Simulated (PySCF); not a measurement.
Fractional electron number in Cr (chromium, neutral)

The 4s alpha orbital of [Ar] 3d5 4s1 is emptied in steps (occupation f), with all orbitals relaxed, ending at [Ar] 3d5. Computed with PySCF 2.14 in jorge-DZP-DKH (8s6p2d1f, 43 functions), with the spin-free X2C one-electron Hamiltonian (Gaussian nucleus). The exact energy is a straight line in f; departures are measured from the line between the end points of the same method.

```json
{"f": "1", "TPSS (eV)": "0.000"}
{"f": "0.9", "TPSS (eV)": "-0.264"}
{"f": "0.7", "TPSS (eV)": "-0.619"}
{"f": "0.5", "TPSS (eV)": "-0.737"}
{"f": "0.3", "TPSS (eV)": "-0.619"}
{"f": "0.1", "TPSS (eV)": "-0.265"}
{"f": "0", "TPSS (eV)": "0.000"}
```

```
method  E(f=0) − E(f=1) (eV)  −ε at f=1 (eV)  −ε at f=0.5 (eV)
  TPSS                 6.953           4.020             6.952
```

Orbital energy along the path (eV):

| f | TPSS |
| --- | --- |
| 1 | -4.020 |
| 0.9 | -4.599 |
| 0.7 | -5.770 |
| 0.5 | -6.952 |
| 0.3 | -8.135 |
| 0.1 | -9.311 |
| 0 | -9.886 |

Reference removal energy between the ground levels: 6.767 eV (measured; NIST Atomic Spectra Database, ionization energies).
